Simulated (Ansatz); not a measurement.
Geometry optimisation, Ansatz 0.2.0, RKS LDA/def2-SVP.

The input (input.yaml):

```yaml
crystal:
  periodic: [false, false, false]
  atoms:
    - { symbol: Ti, position_ang: [0.0, 0.0, 0.0] }
    - { symbol: Cl, position_ang: [0.0, 0.0, 2.72] }
    - { symbol: Cl, position_ang: [2.2349, 0.0, -0.7892] }
    - { symbol: Cl, position_ang: [-1.1163, 1.9339, -0.7892] }
    - { symbol: "N", position_ang: [-0.9703, -1.681, -0.686] }
    - { symbol: H, position_ang: [-1.5052, -2.2973, -0.0095] }
    - { symbol: H, position_ang: [-0.9349, -1.9302, -1.7156] }
    - { symbol: O, position_ang: [1.1587, -1.7595, 0.7] }
    - { symbol: H, position_ang: [0.5923, -2.5915, 0.6155] }
    - { symbol: H, position_ang: [0.819, -1.2437, 1.9123] }
basis:
  gaussian: { orbitals: def2-SVP }
hamiltonian:
  xc: lda
relax:
  f_tol: 0.15
  max_steps: 25
  restrain:
    - { distance: [0, 7], at: 1.92, k: 30.0 }
    - { distance: [9, 1], at: 1.37, k: 30.0 }
    - { distance: [0, 1], at: 3.57, k: 30.0 }
    - { distance: [9, 7], at: 2.21, k: 30.0 }
```

Launched with:

```bash
$ ansatz run input.yaml --threads 4 --pin off --max-ram 5120MiB --backend cpu --events-out ev --progress --plain --runs-dir out
```

Problem. Where does it end, and by what steps?

Solution. The run converged. The restraints hold the end off the free minimum; the threshold counts their pulls, which the force column leaves out. Restrained pairs: Ti1–O8 (2.22 → 1.87 Å), Cl2–H10 (1.69 → 1.34 Å), Ti1–Cl2 (2.72 → 3.57 Å), O8–H10 (1.36 → 2.20 Å). After 21 steps the energy has fallen by 2.678 eV (the restraints' own energy left out); Cl3 moved furthest, 1.81 Å.

```json
{"step": "0", "energy less start (eV)": "0.0000", "largest force component (eV/Å)": "3.632", "accepted": "yes"}
{"step": "1", "energy less start (eV)": "0.3745", "largest force component (eV/Å)": "2.847", "accepted": "yes"}
{"step": "2", "energy less start (eV)": "0.4155", "largest force component (eV/Å)": "2.227", "accepted": "yes"}
{"step": "3", "energy less start (eV)": "-0.1509", "largest force component (eV/Å)": "1.534", "accepted": "yes"}
{"step": "4", "energy less start (eV)": "-0.8329", "largest force component (eV/Å)": "1.068", "accepted": "yes"}
{"step": "5", "energy less start (eV)": "-1.2979", "largest force component (eV/Å)": "1.307", "accepted": "yes"}
{"step": "6", "energy less start (eV)": "-1.7121", "largest force component (eV/Å)": "1.214", "accepted": "yes"}
{"step": "7", "energy less start (eV)": "-2.0205", "largest force component (eV/Å)": "1.069", "accepted": "yes"}
{"step": "8", "energy less start (eV)": "-2.2181", "largest force component (eV/Å)": "1.060", "accepted": "yes"}
{"step": "9", "energy less start (eV)": "-2.2892", "largest force component (eV/Å)": "1.198", "accepted": "yes"}
{"step": "10", "energy less start (eV)": "-2.2891", "largest force component (eV/Å)": "1.319", "accepted": "yes"}
{"step": "11", "energy less start (eV)": "-2.3690", "largest force component (eV/Å)": "0.954", "accepted": "yes"}
{"step": "12", "energy less start (eV)": "-2.4133", "largest force component (eV/Å)": "1.029", "accepted": "yes"}
{"step": "13", "energy less start (eV)": "-2.4503", "largest force component (eV/Å)": "1.197", "accepted": "yes"}
{"step": "14", "energy less start (eV)": "-2.5104", "largest force component (eV/Å)": "1.110", "accepted": "yes"}
{"step": "15", "energy less start (eV)": "-2.5651", "largest force component (eV/Å)": "1.078", "accepted": "yes"}
{"step": "16", "energy less start (eV)": "-2.6104", "largest force component (eV/Å)": "1.121", "accepted": "yes"}
{"step": "17", "energy less start (eV)": "-2.6413", "largest force component (eV/Å)": "1.232", "accepted": "yes"}
{"step": "18", "energy less start (eV)": "-2.6453", "largest force component (eV/Å)": "1.177", "accepted": "yes"}
{"step": "19", "energy less start (eV)": "-2.6194", "largest force component (eV/Å)": "1.550", "accepted": "no"}
{"step": "20", "energy less start (eV)": "-2.6704", "largest force component (eV/Å)": "1.098", "accepted": "yes"}
{"step": "21", "energy less start (eV)": "-2.6779", "largest force component (eV/Å)": "1.079", "accepted": "yes"}
```

```xyz
10
Properties=species:S:1:pos:R:3
Ti 0.581 -0.461 -0.487
Cl -1.236 -1.012 2.538
Cl 1.564 -0.422 -2.415
Cl 0.067 1.501 0.299
N -0.927 -1.454 -0.688
H -1.557 -1.512 0.133
H -1.300 -1.928 -1.520
O 1.606 -1.308 0.825
H 1.433 -2.252 1.016
H 0.046 -0.720 2.259
```

The run took 32 s on 4 threads of Arm Neoverse V2 (shared host), peak memory 0.22 GiB.
